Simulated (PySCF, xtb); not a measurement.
CH8MoO, SMILES C[O][MoH5], multiplicity 1.

GFN2-xTB (xtb) at its own geometry gives an orbital gap of 1.61 eV and a dipole moment of 8.57 D.

The structure is a stationary point at PBE0-D3(BJ)/def2-SVP. The spin state was assumed, not searched. The structure was generated by enumeration; whether it is a known compound was not checked. The def2 effective core potentials stand for the cores of Mo; spin–orbit coupling is left out.

### Question
What does PBE/def2-TZVPD (PySCF) give? (An estimate is asked for; the answer gives what the named calculation found.)

### Answer
gap 3.19 eV (levels -6.46 and -3.27 eV), dipole 2.68 D.
